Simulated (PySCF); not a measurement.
**Solvent effects on NMR parameters**

Mapped SMILES: `[CH2:1]=[CH:2][O:3][C:4](=[O:5])[CH2:6][C:7]([NH2:8])=[O:9]` (H(Xn): hydrogen on atom n). Ha(C1) is cis to O3; Ha(N8) is cis to the C=O or C=S heteroatom; Hb(C1) is trans to O3; Hb(N8) is trans to the C=O or C=S heteroatom.

GIAO PBE0/pcSseg-1 in PySCF 2.14.0 with density-fitted response routines on one PBE0-D3(BJ)/def2-SVP conformer, non-relativistic, equivalent nuclei averaged. Solvents enter as an IEF-PCM continuum (dichloromethane with ε = 8.9, acetonitrile with ε = 35.7) around the gas-phase geometry. Shifts are referred to TMS computed in the same medium.

In dichloromethane, δ in ppm: C4 174.8, C7 168.5, C2 148.4, C1 105.4, C6 42.9, H(C2) 7.81, Hb(N8) 7.75, Ha(C1) 5.40, Hb(C1) 5.13, Ha(N8) 5.02, H(C6) 3.28. Dipole moment 3.60 D.

Task: How does each δ change in the more polar medium?

Result: 
| atoms | environment | Δδ, acetonitrile |
| --- | --- | --- |
| C4 | ester carbonyl carbon | +0.3 |
| C7 | amide carbonyl carbon | +0.7 |
| C2 | alkene carbon bearing oxygen | +0.2 |
| C1 | β carbon of an enol-ether or enamine type C=C | +0.1 |
| C6 | sp3 CH2 α to a carbonyl | +0.2 |
| H(C2) | hydrogen on an alkene carbon bearing oxygen | +0.01 |
| Hb(N8) | hydrogen on an amide-type nitrogen | +0.05 |
| Ha(C1) | hydrogen on a β carbon of an enol-ether or enamine type C=C | +0.01 |
| Hb(C1) | hydrogen on a β carbon of an enol-ether or enamine type C=C | +0.03 |
| Ha(N8) | hydrogen on an amide-type nitrogen | +0.08 |
| H(C6) | hydrogen on an sp3 CH2 α to a carbonyl | +0.02 |

Changes are relative to dichloromethane. The dipole moment becomes 3.69 D in acetonitrile.

Task: Which nuclei move most (in ppm), and what does the model miss?

Result: C7 (amide carbonyl carbon, +0.7 ppm) in acetonitrile. A continuum only polarises the solute; specific hydrogen bonds, the anisotropy of aromatic solvents and changes of geometry or conformer are outside it.
